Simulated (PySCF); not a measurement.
Ionisation energy of O⁺ by level of theory

O⁺ [He] 2s2 2p3 (4S) → O²⁺ [He] 2s2 2p2 (3P), as a difference of total energies. Computed with PySCF 2.14 in def2-QZVPPD, with no relativity, point nucleus. Correlated levels: valence and next inner shell: nothing frozen. The calculations carry no spin-orbit coupling.

| method | ionisation energy (eV) |
| --- | --- |
| UHF | 34.579 |
| MP2 (valence and next inner shell) | 35.277 |
| SCS-MP2 (valence and next inner shell) | 35.005 |
| CCSD (valence and next inner shell) | 35.098 |
| CCSD(T) (valence and next inner shell) | 35.107 |

Task: How much does correlation contribute at CCSD(T) (valence and next inner shell)?

Result: 35.107 − (34.579) = 0.528 eV, measured against UHF.

A first-order spin-orbit estimate (lowest level to lowest level, LS coupling) adds -0.028 eV.

Errors of the correlated levels include the incompleteness of this basis.

For comparison: 35.121 eV (measured; NIST Atomic Spectra Database, ionization energies).
